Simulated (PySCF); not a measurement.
## DyH at PBE0

Level: PBE0. Dy x2c-SVPall, H x2c-SVPall; spin-free X2C with a Gaussian nucleus (PySCF 2.14).

```json
{
  "state": "sextet, about 9.1 electrons in the 4f shell (Mulliken), real f orbitals that mix terms, a second solution, started from another occupation",
  "bond length": "3.646 bohr",
  "harmonic wavenumber": "1516 cm⁻¹",
  "force constant": "1.36 mdyn/Å",
  "rotational constant Be": "4.522 cm⁻¹",
  "anharmonicity ωexe": "19.1 cm⁻¹",
  "vibration–rotation constant αe": "0.0836 cm⁻¹",
  "energy of the minimum from ground-state Dy (4f10 6s2) + H": "-1.23 eV",
  "bond order (Mayer)": "0.95",
  "dipole moment (positive dipole means Dy(−)H(+))": "-1.84 D"
}
```

These are scalar-relativistic numbers at best; spin–orbit coupling would shift them, the dissociation energy most.
